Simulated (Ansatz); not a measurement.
Relaxation of BFHO₂ (5 atoms, charge -1, multiplicity 1), to a largest force component of 0.02 eV/Å in at most 40 steps.

Theory: UHF/def2-SVP (Ansatz 0.2.0).

```xyz
5
Properties=species:S:1:pos:R:3
O -1.091 -0.329 0.926
B -0.405 0.030 -0.064
O 1.037 0.057 -0.193
F -0.931 0.499 -1.308
H 1.390 -0.257 0.638
```

Task: Where does it end, and by what steps?

Result: The forces met the threshold. Limits of this set-up: an anion without diffuse functions, the dipole of an ion depends on the origin. After 5 steps the energy has fallen by 0.043 eV; H5 moved furthest, 0.05 Å.

```
step  energy less start (eV)  largest force component (eV/Å)  accepted
   0                  0.0000                           1.021       yes
   1                 -0.0331                           0.737       yes
   2                 -0.0424                           0.154       yes
   3                 -0.0425                           0.151       yes
   4                 -0.0250                           0.662        no
   5                 -0.0434                           0.011       yes
```

```xyz
5
Properties=species:S:1:pos:R:3
O -1.058 -0.329 0.925
B -0.391 0.036 -0.082
O 1.025 0.058 -0.193
F -0.919 0.491 -1.286
H 1.343 -0.256 0.636
```

Whether the end is a true minimum wasn't checked by a vibrational analysis.

Time of the run: 9.2 s on 1 CPU thread of a shared host.
